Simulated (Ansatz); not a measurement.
```xyz
9

C     1.417   -0.829    0.163
In   -0.343    0.335   -0.111
O    -0.407    2.079   -1.049
O    -2.207   -0.048    0.478
H     1.532   -1.082    1.217
H     1.337   -1.749   -0.415
H     2.283   -0.261   -0.175
H    -1.301    2.431   -1.060
H    -2.311   -0.877    0.951
```

Total charge 0; spin multiplicity 1. In takes the def2 core potential.

(1) List the ωB97M-V/def2-TZVPP orbital energies in eV (Ansatz). (Best estimate.)

## Answers

(1) Ansatz gave: Occupied: -525.22, -525.11, -281.74, -131.05, -87.56, -87.24, -87.21, -29.30, -29.20, -24.18, -23.89, -23.89, -23.81, -23.55, -21.95, -15.57, -14.78, -14.15, -14.08, -12.71, -11.05, -10.96, -10.54, -10.51. Lowest empty: 0.74, 0.74, 1.36, 1.68, 2.92, 3.98, 4.06, 4.69.
